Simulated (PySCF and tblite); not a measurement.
The numbers below are computed, except where a source is named.
C₈H₆O₄, numbered as in [CH3:1][C:2](=[O:3])[c:4]1[cH:5][o:6][c:7](=[O:8])[cH:9][c:10]1[CH:11]=[O:12].

Search: ETKDG and KDG, MMFF94s, GFN2-xTB, 90 starts; geometries at GFN2-xTB. Weights use B3LYP-D3(BJ)/def2-SVP (IEF-PCM, dimethylsulfoxide) energies plus GFN2-xTB zero-point and thermal terms (modes under about 100 cm⁻¹ blended into free rotors). Symmetry numbers and mirror images are counted. Conformers within 2.5 kcal/mol (GFN2-xTB free energy) were kept, 3 at most. (PySCF 2.14, tblite 0.8.)

Rotational constants are equilibrium values for the commonest isotopes; dipoles come from the energy level named and are polarised by its solvent model.

Torsions listed: O3–C2–C4–C5, C4–C10–C11–O12. Of a mirror pair one member is shown.

| conformer | shape | symmetry | weight % |
| --- | --- | --- | --- |
| 1 | 180°, 109° | C1 (pair) | 91.9 |
| 2 | 101°, -18° | C1 (pair) | 8.1 |

Sets of constants, in random order:

| set | A (MHz) | B (MHz) | C (MHz) | abs μa (D) | abs μb (D) | abs μc (D) |
| --- | --- | --- | --- | --- | --- | --- |
| P | 1765 | 702 | 555 | 0.88 | 0.15 | 2.10 |
| Q | 1458 | 789 | 523 | 2.04 | 6.02 | 1.56 |

**Question.** Match each set to its conformer.

**Answer.** P is conformer 2, Q is conformer 1.


Conformer gaps in def2-SVP on xTB geometries can be 2 kcal/mol too large for S=O, P=O and other polar bonds.